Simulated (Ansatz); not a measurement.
Start from `O/C=N/[SiH3]` and change one element to get `[SiH3]/N=C\[SeH]`.

Ansatz, PBE0-D4/def2-TZVP geometries, multiplicity 1. Each molecule was computed in one conformer, which needn't be the lowest.

Scalar relativity is left out up to krypton.

```
                                          property  `O/C=N/[SiH3]`
           HOMO–LUMO gap (ωB97M-V/def2-TZVPP) / eV           12.25
                LUMO energy (PBE0/def2-TZVPP) / eV           -0.12
                 HOMO energy (PBE/def2-TZVPP) / eV           -6.39
size of the dipole moment (ωB97M-V/def2-TZVPP) / D            0.62
             HOMO–LUMO gap (B3LYP/def2-TZVPP) / eV            7.19
               HOMO–LUMO gap (PBE/def2-TZVPP) / eV            5.16
```

**Question.** Give the same properties after the change, and the shifts. (Estimate.)

**Answer.** Ansatz gave: 
| property | `[SiH3]/N=C\[SeH]` | shift |
| --- | --- | --- |
| HOMO–LUMO gap (ωB97M-V/def2-TZVPP) / eV | 10.46 | -1.79 |
| LUMO energy (PBE0/def2-TZVPP) / eV | -1.00 | -0.88 |
| HOMO energy (PBE/def2-TZVPP) / eV | -5.91 | 0.48 |
| size of the dipole moment (ωB97M-V/def2-TZVPP) / D | 1.28 | 0.66 |
| HOMO–LUMO gap (B3LYP/def2-TZVPP) / eV | 5.74 | -1.45 |
| HOMO–LUMO gap (PBE/def2-TZVPP) / eV | 3.93 | -1.23 |

With PBE0 the HOMO rises by 0.64 eV and the LUMO falls by 0.88 eV, so the gap narrows by about 1.52 eV. PBE moves the HOMO by 0.48 eV and ωB97M-V by 0.81 eV. Dipoles are sizes alone; their direction can turn.

B3LYP here is the variant with VWN-RPA as its local correlation; programs differ in this.

Spin–orbit coupling is left out; it splits and shifts lone-pair levels of the heavy atoms by tenths of an eV.
